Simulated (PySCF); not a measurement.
PySCF input for Be(Br)(iPr) (C3H7BeBr), SMILES C[CH](C)[Be][Br], PBE-D3(BJ)/def2-SVP. The structure is a stationary point at PBE-D3(BJ)/def2-SVP. The structure was generated by enumeration; whether it is a known compound was not checked. Other conformers were not sampled.

```python
import numpy as np
from pyscf import gto, scf, dft, df
from pyscf.hessian import thermo

mol = gto.M(
    atom='''
    Be   -0.20919508    0.19988899   -0.00000000
    Br    1.75195572   -0.02717276    0.00000000
    C    -1.88655604    0.40120771   -0.00000000
    C    -2.55569845   -0.15800938    1.27323931
    C    -2.55569845   -0.15800938   -1.27323930
    H    -2.04372770    1.50901939    0.00000000
    H    -3.65130288    0.04207820    1.27739630
    H    -2.43410713   -1.25986696    1.35038081
    H    -2.13970221    0.28345752    2.20289240
    H    -2.13970221    0.28345753   -2.20289240
    H    -3.65130288    0.04207820   -1.27739630
    H    -2.43410713   -1.25986695   -1.35038082
    ''',
    basis='def2-SVP',
    charge=0,
    spin=0,
    max_memory=1600,
    verbose=3,
)
mf = dft.RKS(mol, xc='pbe').density_fit(auxbasis='def2-universal-jkfit')
mf.disp = 'd3bj'
mf.grids.level = 3
mf.conv_tol = 1e-11
mf.max_cycle = 100
mf.kernel()

# [left out here: the lines that compute and print the analytic Hessian (its translational invariance restored by hand, since the grid's response is missing), thermochemistry and intensities]
```

It prints:

```
[...]
       3   C                 0.01  0.07  0.02   -0.04  0.03 -0.01    0.09  0.01 -0.00
       4   C                -0.01 -0.07  0.02   -0.04  0.03  0.01   -0.09 -0.01 -0.00
       5   H                 0.00  0.00 -0.40    0.70  0.07  0.00    0.00  0.00  0.19
       6   H                -0.04 -0.20 -0.02   -0.08 -0.22  0.20    0.12  0.17 -0.44
       7   H                 0.18  0.05 -0.39    0.22  0.05 -0.19   -0.18 -0.02 -0.03
       8   H                -0.11 -0.25  0.22    0.08 -0.09 -0.00   -0.25 -0.03  0.17
       9   H                 0.11  0.25  0.22    0.08 -0.09  0.00    0.25  0.03  0.17
      10   H                 0.04  0.20 -0.02   -0.08 -0.22 -0.20   -0.12 -0.17 -0.44
      11   H                -0.18 -0.05 -0.39    0.22  0.05  0.19    0.18  0.02 -0.03
Mode                                12                  13                  14
Irrep
Freq [cm^-1]                     1001.9001           1057.5556           1141.0750
Reduced mass [au]                   2.6915              3.1159              1.6694
Force const [Dyne/A]                1.5918              2.0532              1.2807
Char temp [K]                    1441.5112           1521.5870           1641.7528
Normal mode                   x     y     z       x     y     z       x     y     z
       0  Be                 0.25 -0.03  0.00    0.00 -0.00  0.00   -0.06  0.02  0.00
       1  Br                -0.01  0.00 -0.00   -0.00  0.00 -0.00    0.00 -0.00  0.00
       2   C                -0.02  0.01  0.00   -0.00  0.00 -0.20    0.05  0.11  0.00
       3   C                -0.05 -0.00 -0.04   -0.02 -0.05  0.09   -0.03 -0.09 -0.02
       4   C                -0.05 -0.00  0.04    0.02  0.05  0.09   -0.03 -0.09  0.02
       5   H                -0.22 -0.02  0.00    0.00  0.00 -0.33    0.39  0.16 -0.00
       6   H                -0.06 -0.05  0.23   -0.01  0.00 -0.04    0.01  0.14  0.13
       7   H                 0.09  0.02  0.04   -0.14 -0.07  0.11   -0.07 -0.07  0.30
       8   H                 0.16  0.06 -0.16   -0.13 -0.05  0.14    0.07  0.15 -0.17
       9   H                 0.16  0.06  0.16    0.13  0.05  0.14    0.07  0.15  0.17
      10   H                -0.06 -0.05 -0.23    0.01 -0.00 -0.04    0.01  0.14 -0.13
      11   H                 0.09  0.02 -0.04    0.14  0.07  0.11   -0.07 -0.07 -0.30
Mode                                15                  16                  17
Irrep
Freq [cm^-1]                     1220.8775           1254.6120           1331.5230
Reduced mass [au]                   2.4549              1.2975              1.2151
Force const [Dyne/A]                2.1559              1.2033              1.2693
Char temp [K]                    1756.5709           1805.1074           1915.7651
Normal mode                   x     y     z       x     y     z       x     y     z
       0  Be                -0.13  0.00 -0.00    0.00 -0.00 -0.00   -0.00  0.00  0.00
       1  Br                 0.00 -0.00 -0.00   -0.00  0.00 -0.00    0.00 -0.00 -0.00
       2   C                 0.18 -0.01 -0.00    0.00  0.00 -0.11    0.00  0.00 -0.02
       3   C                -0.06  0.02 -0.01   -0.02  0.05  0.02   -0.04 -0.02  0.07
       4   C                -0.06  0.02  0.01    0.02 -0.05  0.02    0.04  0.02  0.07
       5   H                -0.39 -0.10 -0.00   -0.00 -0.00  0.78    0.00  0.00  0.07
       6   H                -0.07 -0.07  0.17   -0.06 -0.16  0.06    0.00  0.12 -0.32
       7   H                 0.17  0.04  0.01    0.03  0.05 -0.09    0.17 -0.02 -0.33
       8   H                 0.13 -0.08 -0.04   -0.01 -0.12  0.10    0.25  0.21 -0.18
       9   H                 0.13 -0.08  0.04    0.01  0.12  0.10   -0.25 -0.21 -0.18
      10   H                -0.07 -0.07 -0.17    0.06  0.16  0.06   -0.00 -0.12 -0.32
      11   H                 0.17  0.04 -0.01   -0.03 -0.05 -0.09   -0.17  0.02 -0.33
Mode                                18                  19                  20
Irrep
Freq [cm^-1]                     1350.5445           1405.1035           1422.9560
Reduced mass [au]                   1.2171              1.0382              1.0445
Force const [Dyne/A]                1.3080              1.2077              1.2460
Char temp [K]                    1943.1329           2021.6311           2047.3169
Normal mode                   x     y     z       x     y     z       x     y     z
       0  Be                -0.00  0.00  0.00   -0.00  0.00 -0.00   -0.00  0.00  0.00
       1  Br                 0.00 -0.00  0.00    0.00 -0.00  0.00    0.00 -0.00  0.00
       2   C                -0.00 -0.01 -0.00    0.00 -0.00 -0.00    0.00 -0.00  0.02
       3   C                 0.04  0.03 -0.07    0.03 -0.02  0.01    0.02  0.03  0.01
       4   C                 0.04  0.03  0.07   -0.03  0.02  0.01   -0.02 -0.03  0.01
       5   H                -0.01 -0.01  0.00   -0.00 -0.00  0.05   -0.00 -0.00 -0.08
       6   H                -0.01 -0.16  0.30    0.01 -0.01  0.31   -0.07 -0.44 -0.14
       7   H                -0.18  0.03  0.32   -0.18 -0.06 -0.34   -0.42 -0.04  0.00
       8   H                -0.24 -0.23  0.19   -0.29  0.38 -0.04    0.23  0.06 -0.11
       9   H                -0.24 -0.23 -0.19    0.29 -0.38 -0.04   -0.23 -0.06 -0.11
      10   H                -0.01 -0.16 -0.30   -0.01  0.01  0.31    0.07  0.44 -0.14
      11   H                -0.18  0.03 -0.32    0.18  0.06 -0.34    0.42  0.04  0.00
Mode                                21                  22                  23
Irrep
Freq [cm^-1]                     1423.9082           1433.4299           2907.4488
Reduced mass [au]                   1.0480              1.0435              1.0797
Force const [Dyne/A]                1.2519              1.2633              5.3776
Char temp [K]                    2048.6869           2062.3864           4183.1715
Normal mode                   x     y     z       x     y     z       x     y     z
       0  Be                -0.01  0.00 -0.00   -0.01  0.00  0.00   -0.00  0.00  0.00
       1  Br                 0.00 -0.00 -0.00    0.00 -0.00 -0.00    0.00  0.00 -0.00
       2   C                 0.04 -0.02 -0.00    0.03  0.02  0.00   -0.01  0.08 -0.00
       3   C                 0.02 -0.02  0.00    0.01  0.02  0.02    0.00 -0.00 -0.00
       4   C                 0.02 -0.02 -0.00    0.01  0.02 -0.02    0.00 -0.00  0.00
       5   H                -0.06 -0.03  0.00    0.00  0.02 -0.00    0.15 -0.94 -0.00
       6   H                 0.02  0.03  0.34   -0.08 -0.44 -0.08   -0.06  0.01 -0.00
       7   H                -0.12 -0.05 -0.33   -0.43 -0.04 -0.04   -0.00  0.04 -0.00
       8   H                -0.32  0.36 -0.03    0.22  0.12 -0.14    0.02  0.01  0.03
       9   H                -0.32  0.36  0.03    0.22  0.12  0.14    0.02  0.01 -0.03
      10   H                 0.02  0.03 -0.34   -0.08 -0.44  0.08   -0.06  0.01  0.00
      11   H                -0.12 -0.05  0.33   -0.43 -0.04  0.04   -0.00  0.03  0.00
Mode                                24                  25                  26
Irrep
Freq [cm^-1]                     2937.0303           2937.5163           3012.7653
Reduced mass [au]                   1.0399              1.0392              1.0980
Force const [Dyne/A]                5.2853              5.2833              5.8721
Char temp [K]                    4225.7327           4226.4319           4334.6985
Normal mode                   x     y     z       x     y     z       x     y     z
       0  Be                -0.00  0.00 -0.00   -0.00 -0.00  0.00    0.00  0.00  0.00
       1  Br                 0.00 -0.00  0.00    0.00 -0.00 -0.00   -0.00 -0.00  0.00
       2   C                 0.00 -0.01  0.00    0.00 -0.00 -0.00   -0.00  0.01 -0.00
       3   C                 0.03  0.01 -0.02   -0.03 -0.01  0.02   -0.05  0.03 -0.02
       4   C                 0.03  0.01  0.02    0.03  0.01  0.02   -0.05  0.03  0.02
       5   H                -0.01  0.07 -0.00   -0.00  0.00  0.00    0.02 -0.07 -0.00
       6   H                -0.51  0.10 -0.01    0.51 -0.10  0.01    0.42 -0.07 -0.00
       7   H                 0.05 -0.33  0.02   -0.05  0.34 -0.02    0.04 -0.45  0.02
       8   H                 0.12  0.12  0.25   -0.12 -0.13 -0.25    0.09  0.11  0.21
       9   H                 0.12  0.12 -0.25    0.12  0.13 -0.25    0.09  0.11 -0.21
      10   H                -0.51  0.10  0.01   -0.51  0.10  0.01    0.42 -0.07  0.00
      11   H                 0.05 -0.33 -0.02    0.05 -0.34 -0.02    0.04 -0.45 -0.02
Mode                                27                  28                  29
Irrep
Freq [cm^-1]                     3014.5396           3040.1240           3040.1605
Reduced mass [au]                   1.1000              1.1029              1.1019
Force const [Dyne/A]                5.8897              6.0060              6.0002
Char temp [K]                    4337.2513           4374.0616           4374.1141
Normal mode                   x     y     z       x     y     z       x     y     z
       0  Be                 0.00  0.00 -0.00    0.00 -0.00  0.00    0.00 -0.00 -0.00
       1  Br                 0.00 -0.00  0.00   -0.00 -0.00 -0.00   -0.00 -0.00  0.00
       2   C                -0.00  0.00  0.00   -0.00 -0.00 -0.00   -0.00 -0.01  0.00
       3   C                -0.05  0.03 -0.02    0.02  0.05  0.04   -0.02 -0.05 -0.04
       4   C                 0.05 -0.03 -0.02   -0.02 -0.05  0.04   -0.02 -0.05  0.04
       5   H                 0.00 -0.00  0.00   -0.00  0.00  0.00   -0.01  0.06 -0.00
       6   H                 0.43 -0.08  0.00   -0.07  0.02  0.01    0.07 -0.03 -0.01
       7   H                 0.04 -0.44  0.02    0.05 -0.37  0.03   -0.05  0.38 -0.03
       8   H                 0.09  0.11  0.21   -0.21 -0.21 -0.45    0.21  0.22  0.46
       9   H                -0.09 -0.11  0.21    0.22  0.22 -0.47    0.21  0.21 -0.45
      10   H                -0.43  0.08  0.00    0.07 -0.03  0.01    0.07 -0.02  0.01
      11   H                -0.04  0.44  0.02   -0.05  0.38  0.03   -0.05  0.37  0.03
temperature 298.1500 [K]
pressure 101325.00 [Pa]
Rotational constants [GHz] 7.86031 1.01753 0.92941
Symmetry number 1
Zero-point energy (ZPE) 0.09264 [Eh]   243218.291 [J/mol]
                           tot       elec      trans        rot        vib
Entropy [J/mol/K]       356.612      0.000    169.643    117.823     69.146
Cv [J/mol/K]             98.511      0.000     12.472     12.472     73.568
Cp [J/mol/K]            106.826      0.000     20.786     12.472     73.568
Internal energy [J/mol]                      3718.434   3718.434 254508.841
Internal energy [Eh]   -2706.40089  -2706.50066
Enthalpy [J/mol]                             6197.391   3718.434 254508.841
Enthalpy [Eh]          -2706.39994
Gibbs free energy [J/mol]                  -44381.700 -31410.433 233893.058
Gibbs free energy [Eh] -2706.44044
mode   freq/cm-1   IR/(km/mol)
   1       76.75         0.363
   2      104.78         0.978
   3      230.57         0.007
   4      239.67         0.824
   5      266.84         3.995
   6      367.57        29.000
   7      385.66         8.783
   8      438.77        22.928
   9      852.48         5.423
  10      884.48         3.181
  11      930.31        12.487
  12      951.97         0.244
  13     1001.90       175.811
  14     1057.56         4.594
  15     1141.07         7.964
  16     1220.88        42.386
  17     1254.61         0.259
  18     1331.52         0.101
  19     1350.54         1.539
  20     1405.10         0.704
  21     1422.96         6.743
  22     1423.91        14.812
  23     1433.43         4.573
  24     2907.45        18.208
  25     2937.03        49.679
  26     2937.52        35.313
  27     3012.77        43.716
  28     3014.54         4.611
  29     3040.12        14.389
  30     3040.16        30.594
max |gradient| / (hartree/bohr): 4.589685726843107e-05
APT charges: [ 0.7744 -0.4458 -0.3068  0.0921  0.0922 -0.0359 -0.0514 -0.0181 -0.0155
 -0.0155 -0.0514 -0.0181]
```

Self-consistency was reached.
